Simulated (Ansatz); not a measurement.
## Two structures, one formula

The two ends of one reaction step of Si$_{2}$H$_{4}$Cl$_{2}$, closed shell (PBE0-D4/def2-TZVP).

A:

```
8
angstrom
Si 0.6597 -1.4869 -1.0874
Cl -0.0080 -3.1134 0.0305
Cl -0.8212 -1.3580 -2.5479
H -0.6936 -0.0445 0.3670
Si 0.0459 1.2080 0.7249
H 1.2380 0.8360 1.5227
H -0.8675 2.0689 1.5187
H 0.4467 1.8899 -0.5285
```

B:

Si1  (-0.504, -0.861, -0.476)
Cl2  (-0.107, -2.506, 0.684)
Cl3  (0.354, -1.114, -2.324)
H4  (-1.970, -0.814, -0.679)
Si5  (0.413, 1.031, 0.541)
H6  (1.877, 0.828, 0.677)
H7  (-0.203, 1.213, 1.881)
H8  (0.140, 2.223, -0.303)
(Å)

Program: Ansatz 0.2.0. Basis: def2-TZVPP. Cores are frozen in the correlated methods. B3LYP uses VWN-RPA correlation.

(1) Which structure is lower at CCSD(T), and by how much? (An estimate is asked for; the value comes from the calculation.)

No T1 diagnostic of these runs exceeds 0.013.

Answers

(1) Computed: B, by 137.1 kJ/mol (electronic energy, against the other). By their contacts, A is a complex of SiCl₂ + SiH₄ and B is Si₂H₄Cl₂ ([SiH3][SiH]([Cl])[Cl]).

All methods give the same order:

| method | E(B) − E(A) (kJ/mol) |
| --- | --- |
| SPW92 | -139.2 |
| PBE-D4 | -129.2 |
| BLYP-D4 | -109.3 |
| r2SCAN-D4 | -147.7 |
| B97M-V | -139.6 |
| PBE0-D4 | -145.8 |
| B3LYP-D4 | -125.1 |
| r2SCAN0-D4 | -154.2 |
| BHLYP-D4 | -141.7 |
| CAM-B3LYP-D4 | -135.9 |
| wB97X-V | -150.5 |
| wB97M-V | -124.2 |
| B2PLYP | -132.5 |
| PBE-QIDH | -156.3 |
| RPA on PBE | -126.5 |
| HF | -147.5 |
| MP2 | -145.7 |
| CCSD | -139.5 |
| CCSD(T) | -137.1 |

Labels in which every atom is bracketed show which atoms are joined, not bond orders.

For scale, one of the runs: CCSD(T)/def2-TZVPP, 224 basis functions (an equivalent command: `ansatz run in.yaml --threads 4`). Time: 41 s of wall clock on 4 CPU threads; the host was shared. Peak host memory: 3.1 GiB.
